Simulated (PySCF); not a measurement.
Isomers of C6H8ClFSi.

All values: PBE0/pcSseg-1 (PySCF) at GFN2-xTB geometries, gas phase, one conformer each.

Task: Rank by dipole moment, lowest first.
A. `[CH2:1]=[C:2]1[CH:3]=[C:4]([F:5])[CH2:6][C@H:7]([Cl:8])[SiH2:9]1` with C1–C2–C3–C4 179°, C3–C4–C6–C7 29°, C4–C6–C7–Cl8 66°, C6–C7–Si9–C2 46°
B. `[CH:1]#[C:2][C@@:3]1([Cl:4])[SiH2:5][CH2:6][CH2:7][C@@H:8]1[F:9]` with C2–C3–Si5–C6 95°, C3–Si5–C6–C7 -4°, Si5–C6–C7–C8 32°, C6–C7–C8–F9 64°
C. `[CH2:1]=[C:2]1[CH:3]=[C:4]([F:5])[SiH2:6][C@H:7]([Cl:8])[CH2:9]1` with C1–C2–C3–C4 168°, C3–C4–Si6–C7 -9°, C4–Si6–C7–Cl8 161°, Si6–C7–C9–C2 -65°

Result: C (1.41 D), A (2.31 D), B (3.25 D).

Task: Rank by HOMO–LUMO gap, lowest first.
A. `[CH:1]#[C:2][C@@:3]1([Cl:4])[SiH2:5][CH2:6][CH2:7][C@@H:8]1[F:9]` with C2–C3–Si5–C6 95°, C3–Si5–C6–C7 -4°, Si5–C6–C7–C8 32°, C6–C7–C8–F9 64°
B. `[CH2:1]=[C:2]1[CH:3]=[C:4]([F:5])[CH2:6][C@H:7]([Cl:8])[SiH2:9]1` with C1–C2–C3–C4 179°, C3–C4–C6–C7 29°, C4–C6–C7–Cl8 66°, C6–C7–Si9–C2 46°
C. `[CH:1]#[C:2][C@@H:3]1[CH2:4][SiH2:5][C@H:6]([Cl:7])[C@H:8]1[F:9]` with C2–C3–C4–Si5 -82°, C3–C4–Si5–C6 -18°, C4–Si5–C6–Cl7 112°, Si5–C6–C8–F9 -87°

Result: B (5.63 eV), A (7.02 eV), C (7.73 eV).

Task: Rank by HOMO energy, highest first.
A. `[CH:1]#[C:2][C@@:3]1([Cl:4])[SiH2:5][CH2:6][CH2:7][C@@H:8]1[F:9]` with C2–C3–Si5–C6 95°, C3–Si5–C6–C7 -4°, Si5–C6–C7–C8 32°, C6–C7–C8–F9 64°
B. `[CH2:1]=[C:2]1[CH:3]=[C:4]([F:5])[CH2:6][C@H:7]([Cl:8])[SiH2:9]1` with C1–C2–C3–C4 179°, C3–C4–C6–C7 29°, C4–C6–C7–Cl8 66°, C6–C7–Si9–C2 46°
C. `[CH2:1]=[C:2]1[CH:3]=[C:4]([F:5])[SiH2:6][C@H:7]([Cl:8])[CH2:9]1` with C1–C2–C3–C4 168°, C3–C4–Si6–C7 -9°, C4–Si6–C7–Cl8 161°, Si6–C7–C9–C2 -65°

Result: B (-6.70 eV), C (-6.94 eV), A (-7.60 eV).

All values together:

```
                           SMILES  μ (D)  HOMO (eV)  LUMO (eV)  lowest IAO charge (e)  highest IAO charge (e)  lowest Hirshfeld charge (e)  highest Hirshfeld charge (e)
C#C[C@@H]1C[SiH2][C@H](Cl)[C@H]1F   1.41      -7.64       0.09             -0.540 (C)             +0.749 (Si)                   -0.158 (C)                   +0.340 (Si)
    C#C[C@@]1(Cl)[SiH2]CC[C@@H]1F   3.25      -7.60      -0.59             -0.547 (C)             +0.771 (Si)                   -0.161 (C)                   +0.343 (Si)
      C=C1C=C(F)C[C@H](Cl)[SiH2]1   2.31      -6.70      -1.06             -0.358 (C)             +0.756 (Si)                   -0.093 (C)                   +0.326 (Si)
      C=C1C=C(F)[SiH2][C@H](Cl)C1   1.41      -6.94      -1.26             -0.359 (C)             +0.759 (Si)                   -0.098 (C)                   +0.332 (Si)
```

Conformers: `[CH:1]#[C:2][C@@H:3]1[CH2:4][SiH2:5][C@H:6]([Cl:7])[C@H:8]1[F:9]` with C2–C3–C4–Si5 -82°, C3–C4–Si5–C6 -18°, C4–Si5–C6–Cl7 112°, Si5–C6–C8–F9 -87°; `[CH:1]#[C:2][C@@:3]1([Cl:4])[SiH2:5][CH2:6][CH2:7][C@@H:8]1[F:9]` with C2–C3–Si5–C6 95°, C3–Si5–C6–C7 -4°, Si5–C6–C7–C8 32°, C6–C7–C8–F9 64°; `[CH2:1]=[C:2]1[CH:3]=[C:4]([F:5])[CH2:6][C@H:7]([Cl:8])[SiH2:9]1` with C1–C2–C3–C4 179°, C3–C4–C6–C7 29°, C4–C6–C7–Cl8 66°, C6–C7–Si9–C2 46°; `[CH2:1]=[C:2]1[CH:3]=[C:4]([F:5])[SiH2:6][C@H:7]([Cl:8])[CH2:9]1` with C1–C2–C3–C4 168°, C3–C4–Si6–C7 -9°, C4–Si6–C7–Cl8 161°, Si6–C7–C9–C2 -65°.
